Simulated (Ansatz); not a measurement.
A nudged elastic band was laid between two geometries of AsH6N2 (9 atoms, charge 1, multiplicity 1).

All numbers below come from Ansatz, RKS BLYP-D4/def2-SVP.

| Item | Value |
| --- | --- |
| movable images | 5 |
| climbing image | yes |
| spring | 5.0 eV/Å² |
| optimiser | quadratic models (default) |
| start path | through a guess of the saddle point |
| force threshold | 0.05 eV/Å |
| iteration limit | 60 |
| end points | relaxed |

Initial state:

```xyz
9
Properties=species:S:1:pos:R:3
N -0.907 0.821 -1.194
As -0.725 0.793 0.591
N 0.597 -0.997 0.843
H -1.770 0.474 -1.625
H -0.222 1.199 -1.856
H 0.585 1.611 0.590
H 1.199 -1.137 0.014
H 0.030 -1.853 0.966
H 1.213 -0.912 1.670
```

Final state:

```xyz
9
Properties=species:S:1:pos:R:3
N -0.908 0.825 -1.195
As -0.728 0.789 0.590
N 0.597 -0.998 0.843
H -0.222 1.207 -1.853
H -1.767 0.474 -1.630
H 0.581 1.607 0.591
H 1.200 -1.141 0.015
H 0.034 -1.856 0.971
H 1.214 -0.907 1.668
```

(1) What changes between the two ends?

(2) What energy profile does the band end with?

(3) What is the geometry of the highest image?

(4) What are the harmonic wavenumbers there?

Results:

(1) No bond is made or broken. The dihedral H5–N1–As2–N3 goes from -80 to 102°. The two ends are copies of one structure, up to a mirror image or an exchange of like atoms.

(2) It converged. The highest image is number 3 of 0 to 6, 0.80 eV above the ends, which have the same energy within 2 meV. A vibrational analysis at the climbing image gives one clearly imaginary mode, 549i cm⁻¹: a first-order saddle point. Limits of this set-up: the dipole of an ion depends on the origin.

| image | path coordinate (Å) | energy (eV) | dihedral H5–N1–As2–N3 (°) |
| --- | --- | --- | --- |
| 0 | 0.00 | 0.00 | -80 |
| 1 | 0.76 | 0.13 | -67 |
| 2 | 1.52 | 0.51 | -47 |
| 3 | 2.28 | 0.80 | -10 |
| 4 | 2.86 | 0.54 | 35 |
| 5 | 3.45 | 0.13 | 77 |
| 6 | 4.03 | 0.00 | 102 |

(3) 
```xyz
9
Properties=species:S:1:pos:R:3
N -1.159 0.548 -1.130
As -0.779 0.697 0.687
N 0.623 -0.872 0.739
H -1.156 1.469 -1.595
H -0.557 -0.075 -1.686
H 0.427 1.707 0.695
H 1.366 -0.786 0.022
H 0.149 -1.783 0.603
H 1.086 -0.906 1.666
```

(4) 549i, 141, 205, 410, 501, 578, 676, 715, 793, 841, 906, 1286, 1495, 1568, 1572, 1962, 3302, 3377, 3403, 3409, 3468 cm⁻¹.

The run took 3 min on 1 CPU thread of a shared host.
